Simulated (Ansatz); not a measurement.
## Changing the shape of CuBr, singlet

Calculated in Ansatz's Gaussian-basis code. Basis cc-pwCVTZ-DK on Cu, cc-pwCVTZ-PP on Br, scalar-relativistic core potentials (10 electrons on Br) and scalar X2C, no spin–orbit coupling, 9 orbitals frozen in the corrections; active space CAS(18,10), shells under the valence barred from it. Restricted Hartree–Fock, then the lowest state-specific CASSCF solution met for each case. Coupled cluster stands on the determinant that it favours, not always the lowest RHF. On stretched bonds single-reference methods can fail or change state. Unlike active orbitals can shift such differences by tenths of an eV, at times by over 1 eV.

Case A: bond length 2.1730 Å.

Case B: bond length 2.4989 Å.

Energy less that of case A, in eV:

```tsv
case	RHF/ROHF	CASSCF	CCSD(T)
B	+0.115	+0.141	+0.410
```

**Question.** What does SC-NEVPT2 give for these differences?

**Answer.** B: +0.505 eV (11.6 kcal/mol).
